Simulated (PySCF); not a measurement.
CH7NSi2. Atoms are numbered in the order given.

```xyz
11

C     -1.2477    -0.7647     0.0000
N     -1.1361     0.7023     0.0000
Si     0.5416     1.1898     0.0000
Si     0.6504    -1.1501     0.0000
H     -1.7671    -1.1659    -0.8914
H     -1.7671    -1.1659     0.8914
H     -1.9886     1.2542     0.0000
H      1.0003     1.9675     1.1961
H      1.0003     1.9675    -1.1961
H      1.1366    -1.8704     1.2130
H      1.1366    -1.8704    -1.2130
```
Charge 0, spin multiplicity 1.

Geometry optimised at B3LYP-D3(BJ)/def2-SVP. This is a generated structure with no PubChem entry under its InChIKey; it may be hypothetical.

These are PBE/def2-TZVP (PySCF) values and carry that method's errors.

Symmetry labels are those of the subgroup Cs that the program uses (full group Cs).

Computed valence orbital energies around the gap with their symmetry:
```csv
orbital,symmetry,energy (eV)
HOMO−7,A',-11.49
HOMO−6,A",-10.50
HOMO−5,A',-9.37
HOMO−4,A",-8.35
HOMO−3,A",-8.11
HOMO−2,A',-7.41
HOMO−1,A',-6.45
HOMO,A",-5.40
LUMO,A',-0.99
LUMO+1,A',-0.70
LUMO+2,A",-0.27
LUMO+3,A',0.44
```
